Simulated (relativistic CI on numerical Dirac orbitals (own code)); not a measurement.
# Calculated levels, Cu10+

Calculated at this level of theory: Dirac-Coulomb-Breit CI, separate exchange-only KLI orbitals for each configuration, model QED (radiative potential, 1s self-energy scaled to tabulated hydrogen-like ionisation energies), unscaled Slater integrals (own radial code, finite nucleus).

Configurations in the expansion (outside the closed core [Ne]): 3s2 3p6 3d, 3s2 3p5 3d2, 3s 3p6 3d2, 3s2 3p6 4s, 3s2 3p6 4p, 3s2 3p6 4d, 3s2 3p6 4f, 3s2 3p5 3d 4s, 3s2 3p6 5s, 3s2 3p6 5p, 3s2 3p5 3d 4p, 3s2 3p6 5d, 3s2 3p6 5f, 3s2 3p6 5g, 3s2 3p6 6s, 3s2 3p5 3d 4d, 3s2 3p6 6p, 3s 3p6 3d 4s, 3s2 3p6 6d, 3s2 3p6 7s, 3s2 3p5 3d 4f, 3s2 3p6 7p, 3s 3p6 3d 4p, 3s 3p6 4s2, 3p6 3d3, 3p5 3d4. Double excitations out of closed p, d and f shells are left out; levels of such configurations are missing from the list, as are those of other unlisted configurations, and high levels can miss mixing partners. These lack a partner that the ground configuration has and come out too high: 3s2 3p5 3d 4s, 3s2 3p5 3d 4p, 3s2 3p5 3d 4d, 3s2 3p5 3d 4f.

The lowest level is 3s2 3p6 3d 2D_3/2, with 100 % of that term; Hund's rules for 3s2 3p6 3d give 2D with J = 3/2, in agreement.

```csv
No.,Configuration,Term,J,E (eV),%,Landé g
1,3s2 3p6 3d,2D,3/2,0.0000,100,0.799
2,3s2 3p6 3d,2D,5/2,0.4920,100,1.200
3,3p5 3d2(3F),4D°,1/2,60.0573,99,0.002
4,3p5 3d2(3F),4D°,3/2,60.2712,98,1.192
5,3p5 3d2(3F),4D°,5/2,60.6288,96,1.363
6,3p5 3d2(3F),4D°,7/2,61.1519,96,1.419
7,3p5 3d2(3F),4G°,11/2,63.6103,100,1.272
8,3p5 3d2(3F),4G°,9/2,63.8510,90,1.184
9,3p5 3d2(3F),4G°,7/2,64.2260,81,1.021
10,3p5 3d2(3P),4P°,5/2,64.4820,86,1.496
11,3p5 3d2(3F),4G°,5/2,64.6589,62,0.793
12,3p5 3d2(3P),4P°,3/2,65.1432,95,1.716
13,3p5 3d2(3P),4P°,1/2,65.6832,96,2.612
14,3p5 3d2(3F),4F°,3/2,65.9783,65,0.563
15,3p5 3d2(1D),2D°,5/2,66.3999,54,1.054
16,3p5 3d2(3F),4F°,9/2,66.5075,86,1.306
17,3p5 3d2(3F),4F°,7/2,66.7384,71,1.172
18,3p5 3d2(1G),2F°,5/2,67.2939,73,0.898
19,3p5 3d2(3F),4F°,5/2,67.4450,36,1.007
20,3p5 3d2(1D),2D°,3/2,67.5833,43,0.822
21,3p5 3d2(1G),2F°,7/2,68.0068,81,1.152
22,3p5 3d2(1D),2P°,1/2,68.7118,97,0.693
23,3p5 3d2(1G),2H°,11/2,69.3932,100,1.090
24,3p5 3d2(1D),2F°,7/2,69.6389,79,1.105
25,3p5 3d2(1D),2P°,3/2,70.2091,68,1.177
26,3p5 3d2(3F),2G°,7/2,70.4485,69,0.965
27,3p5 3d2(3F),2G°,9/2,71.1271,50,1.023
28,3p5 3d2(3F),2G°,9/2,71.6757,48,1.022
29,3p5 3d2(3P),4D°,7/2,72.0275,93,1.410
30,3p5 3d2(3P),4D°,5/2,72.1592,88,1.337
31,3p5 3d2(1D),2F°,5/2,72.4821,90,0.894
32,3p5 3d2(3P),4D°,3/2,72.6110,86,1.154
33,3p5 3d2(3P),4D°,1/2,73.1954,98,0.014
34,3p5 3d2(3P),2D°,3/2,75.4280,87,0.860
35,3p5 3d2(3P),2D°,5/2,76.3974,89,1.210
36,3p5 3d2(3P),2S°,1/2,76.5043,98,2.006
37,3p5 3d2(3P),4S°,3/2,76.5201,96,1.978
38,3p5 3d2(1G),2G°,9/2,77.0816,93,1.097
39,3p5 3d2(1G),2G°,7/2,77.1159,97,0.896
40,3p5 3d2(1S),2P°,3/2,80.4968,99,1.332
41,3p5 3d2(1S),2P°,1/2,82.8987,99,0.666
42,3p5 3d2(3F),2F°,5/2,85.7427,99,0.856
43,3p5 3d2(3F),2F°,7/2,87.2120,98,1.140
44,3p5 3d2(3P),2P°,1/2,93.8855,98,0.665
45,3p5 3d2(3P),2P°,3/2,94.6286,98,1.334
```

Energies count from the lowest computed level; ° marks odd parity. Percentages are summed over parent terms; the parents shown are those of the largest component, closed shells are left out there.

The mean weight of the leading LS term, summed over parents, in these 45 levels is 85 %, and that of the leading jj configuration (from the same eigenvectors) 52 %, so LS coupling describes them better.

At this charge energies of transitions that change n are usually good to better than 1 %, and those within a shell (Δn = 0) to a few per cent.

LS names give the leading component of a level, which can be under half, so a name can repeat, a term be missing and a line seem to break the LS rules.
